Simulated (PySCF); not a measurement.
**Gas-phase thermal properties of HfCl₄**

Computed with PySCF (xtb for GFN2) and rigid-rotor harmonic-oscillator thermochemistry at 1 bar. All species are closed-shell singlets. Hf: scalar-relativistic def2 core potential, no spin-orbit coupling. The harmonic model lacks anharmonicity and excited electronic states, which grow with temperature; levels with a mode under 35 cm⁻¹ are left out. Soft modes under 120 cm⁻¹ make the harmonic entropy rough for HfCl₄.

```tsv
level	point group	σ	ZPE (kJ/mol)	S°298 (J/mol/K)	Cp298 (J/mol/K)	S°1000 (J/mol/K)	H1000 − H298 (kJ/mol)
GFN2-xTB	Td	12	8.6	410.0	102.7	538.2	74.7
PBE/def2-SVP	Td	12	11.9	378.8	99.4	505.3	73.9
PBE0/def2-TZVP	Td	12	12.4	375.1	98.9	501.4	73.8
```
σ: rotational symmetry number. Electronic degeneracy used: 1. Frequencies are unscaled.
